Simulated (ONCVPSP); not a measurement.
**W, ONCV: configuration errors across variants**

W, optimised norm-conserving Vanderbilt (ONCV), made with ONCVPSP 4.0.1 (PBEsol, scalar-relativistic). Core [Kr] 4d10, reference 4f14 5s2 5p6 5d4 6s1.75 6p0.25. Waves: 5s+6s: rc 1.40 bohr, ncon 3, nbas 6, qcut 6.7 1/bohr, 2 projectors; 5p+6p: rc 1.80 bohr, ncon 5, nbas 9, qcut 9.5 1/bohr, 2 projectors; 5d: rc 2.40 bohr, ncon 4, nbas 9, qcut 5.4 1/bohr, 2 projectors, debl 0.4 Ha; 4f: rc 1.10 bohr, ncon 4, nbas 8, qcut 16.8 1/bohr, 2 projectors, debl 2 Ha. Local part: polynomial inside 0.85 bohr (lpopt 5, dvloc0 6 Ha). Core correction: Teter function, fcfact 4.25, rcfact 1.6.

All-electron excitation energies from the reference (eV): (1) 4f14 5s2 5p6 5d4 6s2 6p0 -1.111; (2) 4f14 5s2 5p6 5d4 6s1 6p0 7.814; (3) 4f14 5s2 5p6 5d4 6s0 6p0 23.510.

1 further variants failed, have other tests or another functional or relativity, and are left out.

A true bound ghost makes a file unfit for plane-wave use even where its test errors are small: the radial tests pick states by their node count and pass the ghost by.

Errors AE − PS in meV (a dash: test not solved or not reliable):

| change | (1) | (2) | (3) | bound ghosts | GHOST(+) flags above zero |
| --- | --- | --- | --- | --- | --- |
| base | +0.3 | -2.6 | -8.1 | s | p, d |
| f: nproj 3 | +0.3 | -2.6 | -8.1 | s | p, d |
| p: nbas 10 | +0.3 | -2.6 | -8.1 | s | p, d |
| local potential polynomial inside 1.00 bohr (lpopt 5, dvloc0 0 Ha) | +0.3 | -2.7 | -8.7 | none | s, p |
| s: qcut 5.3; p: qcut 7.6; d: qcut 4.3; f: qcut 13.4 | +0.3 | -2.0 | -7.1 | s | p, d |

Problem. Give the same row for: f: rc 1.28.

Solution. +0.3, -2.6, -8.2; bound ghosts: s; GHOST(+) flags above zero: p, d.
